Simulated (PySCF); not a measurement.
A structure optimised at r2SCAN-D4/def2-SVP, used in a PySCF frequency run:

```
Zr
F 1 1.8946
F 1 1.8946 2 108.83
F 1 1.8946 2 108.83 3 -118.47
Cl 1 2.3508 2 110.10 3 120.77
```

Problem. Write its SMILES, formula and point group.

Solution. [F][Zr]([F])([F])[Cl], ClF3Zr, C3v

Problem. What are its rotational constants (standard atomic weights)?

Solution. 2.8012, 1.6922, 1.6922 GHz
